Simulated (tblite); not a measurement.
Record of a relaxation.

C7H13PSe.
Bonds: Se1–P2 (double), P2–C3, C3–C4, C4–C5, C5–C6, C6–C7, C5–C8, C8–C9, P2–C7, P2–C9. Hydrogens: H10, H11 on C3; H12, H13 on C4; H14 on C5; H15, H16 on C6; H17, H18 on C7; H19, H20 on C8; H21, H22 on C9.

Computed with GFN2-xTB (tblite), gas phase: L-BFGS steps from a force-field or distance-geometry start until the largest atomic force falls under 0.01 eV/Å. 5 of its 111 geometries are shown.

Step 0: E = -743.2226 eV, largest atomic force 9.696 eV/Å
```
atom  x, y, z in Å  |  force x, y, z in eV/Å
Se1    -0.502    2.255   -2.397   -1.454   6.415  -7.123
P2     -0.307    1.117   -0.917    1.546  -4.507   5.107
C3      1.489    0.731   -0.777   -0.326   0.712   0.889
C4      1.556   -0.470    0.104    1.787  -1.539  -0.049
C5      0.260   -0.873    0.742    0.476  -1.704   0.307
C6     -0.650   -1.479   -0.331   -0.560  -1.238   1.050
C7     -1.186   -0.439   -1.282   -0.386  -0.164   0.958
C8     -0.410    0.174    1.570   -1.618  -0.394   1.632
C9     -0.732    1.450    0.837   -0.214   0.566  -0.217
H10     1.947    0.591   -1.759   -0.142   0.175   0.125
H11     1.993    1.554   -0.222   -0.346   0.033  -0.741
H12     2.333   -0.365    0.875   -0.103   0.051  -0.075
H13     1.885   -1.316   -0.539   -0.061   0.117   0.485
H14     0.493   -1.723    1.425   -0.016   0.315  -0.171
H15    -1.491   -1.946    0.231    0.273   0.030  -0.421
H16    -0.128   -2.312   -0.833   -0.090   0.432   0.078
H17    -2.241   -0.251   -0.963    0.443   0.073  -0.852
H18    -1.089   -0.744   -2.330   -0.239   0.369   0.172
H19     0.094    0.382    2.542    0.042  -0.201  -0.744
H20    -1.407   -0.255    1.860    0.691   0.032   0.071
H21    -1.819    1.674    0.937    0.742   0.324  -0.134
H22    -0.098    2.263    1.226   -0.445   0.102  -0.347
```

Step 28: E = -744.7514 eV, largest atomic force 0.129 eV/Å
```
atom  x, y, z in Å  |  force x, y, z in eV/Å
Se1    -0.733    2.715   -2.280    0.021  -0.011   0.015
P2     -0.303    1.148   -0.969    0.007  -0.119  -0.050
C3      1.458    0.666   -0.781    0.001  -0.017  -0.019
C4      1.591   -0.521    0.188   -0.029   0.001  -0.040
C5      0.248   -0.967    0.784    0.047  -0.009   0.057
C6     -0.686   -1.520   -0.300    0.071   0.005   0.048
C7     -1.159   -0.444   -1.286    0.012  -0.078   0.020
C8     -0.413    0.144    1.607   -0.014   0.007   0.019
C9     -0.723    1.407    0.793    0.027   0.036  -0.063
H10     1.877    0.442   -1.765   -0.062   0.001  -0.007
H11     1.976    1.558   -0.411   -0.014  -0.026  -0.018
H12     2.279   -0.265    0.999   -0.102  -0.005  -0.053
H13     2.018   -1.376   -0.341    0.037   0.028   0.011
H14     0.468   -1.791    1.470   -0.013  -0.055   0.054
H15    -1.554   -1.992    0.170    0.070   0.051   0.029
H16    -0.141   -2.307   -0.826   -0.052   0.015  -0.077
H17    -2.230   -0.242   -1.171    0.033   0.041  -0.058
H18    -0.994   -0.746   -2.323    0.008   0.086  -0.013
H19     0.249    0.390    2.438   -0.006   0.045   0.018
H20    -1.337   -0.245    2.034   -0.026  -0.046   0.023
H21    -1.774    1.696    0.855   -0.005   0.002   0.011
H22    -0.129    2.266    1.114   -0.010   0.050   0.095
```

Step 55: E = -744.7690 eV, largest atomic force 0.011 eV/Å
```
atom  x, y, z in Å  |  force x, y, z in eV/Å
Se1    -0.717    2.752   -2.232   -0.001  -0.002  -0.002
P2     -0.303    1.163   -0.944    0.000  -0.003   0.006
C3      1.445    0.633   -0.824   -0.001   0.001  -0.001
C4      1.593   -0.502    0.200    0.004   0.005  -0.001
C5      0.255   -0.969    0.788    0.003   0.000   0.001
C6     -0.686   -1.504   -0.298   -0.001   0.001  -0.001
C7     -1.136   -0.428   -1.299   -0.003   0.001   0.000
C8     -0.411    0.131    1.625   -0.003   0.001  -0.001
C9     -0.733    1.399    0.820    0.001   0.002  -0.002
H10     1.758    0.328   -1.826   -0.001   0.006   0.005
H11     2.037    1.512   -0.555   -0.001  -0.009  -0.007
H12     2.234   -0.177    1.021   -0.002   0.007   0.003
H13     2.081   -1.358   -0.271    0.000  -0.001   0.003
H14     0.473   -1.802    1.467    0.001  -0.006   0.002
H15    -1.562   -1.941    0.187   -0.001  -0.003  -0.004
H16    -0.176   -2.310   -0.829    0.004   0.004   0.000
H17    -2.213   -0.244   -1.252   -0.002  -0.002   0.000
H18    -0.901   -0.701   -2.331   -0.003   0.000   0.000
H19     0.251    0.384    2.456    0.000  -0.002  -0.001
H20    -1.329   -0.274    2.056   -0.005  -0.001  -0.002
H21    -1.795    1.657    0.864    0.004   0.006   0.001
H22    -0.176    2.270    1.176    0.006  -0.004   0.000
```

Step 82: E = -744.7899 eV, largest atomic force 0.087 eV/Å
```
atom  x, y, z in Å  |  force x, y, z in eV/Å
Se1    -0.790    2.745   -2.225    0.012   0.005  -0.005
P2     -0.328    1.165   -0.942    0.051  -0.030   0.045
C3      1.405    0.571   -0.896    0.031  -0.015   0.006
C4      1.585   -0.399    0.280    0.001   0.001   0.007
C5      0.257   -0.970    0.792   -0.032  -0.003  -0.009
C6     -0.593   -1.527   -0.355   -0.033  -0.023  -0.047
C7     -1.193   -0.423   -1.235   -0.029   0.018  -0.014
C8     -0.535    0.080    1.580   -0.005   0.057  -0.031
C9     -0.591    1.428    0.854   -0.018   0.032  -0.040
H10     1.614    0.091   -1.854    0.001   0.007  -0.051
H11     2.068    1.435   -0.807    0.013   0.023  -0.045
H12     2.076    0.114    1.109    0.038  -0.011   0.016
H13     2.232   -1.221   -0.031    0.015   0.001   0.029
H14     0.487   -1.798    1.469    0.012  -0.025   0.021
H15    -1.402   -2.127    0.064    0.004  -0.041   0.010
H16     0.022   -2.193   -0.963    0.046   0.000   0.006
H17    -2.256   -0.265   -1.033   -0.018   0.021   0.013
H18    -1.099   -0.657   -2.299   -0.028   0.016  -0.012
H19    -0.087    0.221    2.563    0.036  -0.008   0.058
H20    -1.547   -0.293    1.732   -0.064  -0.049   0.034
H21    -1.541    1.943    1.012   -0.011  -0.004   0.005
H22     0.206    2.100    1.184   -0.021   0.028   0.003
```

Step 110: E = -744.8018 eV, largest atomic force 0.009 eV/Å
```
atom  x, y, z in Å  |  force x, y, z in eV/Å
Se1    -0.724    2.749   -2.235    0.001   0.000   0.002
P2     -0.306    1.163   -0.944   -0.001   0.006  -0.006
C3      1.417    0.537   -0.905   -0.003   0.001   0.001
C4      1.591   -0.393    0.303   -0.002   0.002   0.002
C5      0.255   -0.970    0.790   -0.001  -0.004  -0.003
C6     -0.566   -1.519   -0.386    0.000  -0.007   0.001
C7     -1.224   -0.403   -1.207    0.003  -0.004   0.002
C8     -0.545    0.079    1.574    0.002  -0.001  -0.004
C9     -0.604    1.427    0.846    0.002   0.006  -0.001
H10     1.593    0.020   -1.852   -0.001   0.000   0.003
H11     2.100    1.390   -0.869   -0.001  -0.005   0.002
H12     2.054    0.151    1.129    0.003   0.001   0.000
H13     2.264   -1.211    0.036   -0.002   0.003   0.001
H14     0.473   -1.803    1.467    0.002   0.000  -0.001
H15    -1.337   -2.192   -0.006   -0.003   0.000  -0.002
H16     0.095   -2.110   -1.024   -0.001   0.000   0.000
H17    -2.259   -0.223   -0.903    0.004   0.001  -0.001
H18    -1.233   -0.630   -2.276   -0.002   0.000   0.002
H19    -0.093    0.219    2.558    0.001   0.000   0.001
H20    -1.556   -0.303    1.733    0.000  -0.002   0.001
H21    -1.570    1.921    0.972   -0.003  -0.002   0.001
H22     0.164    2.121    1.199    0.003   0.003   0.001
```

**Question.** Summarise the path.

**Answer.** The energy falls by 1.5793 eV from step 0 to step 110; nine tenths of that is first reached at step 8. It falls at every step. The largest force goes from 9.696 to 0.009 eV/Å. Among the bonds Se1=P2 changes most, from 1.877 to 2.087 Å; the atoms move by 0.366 Å rms after alignment.
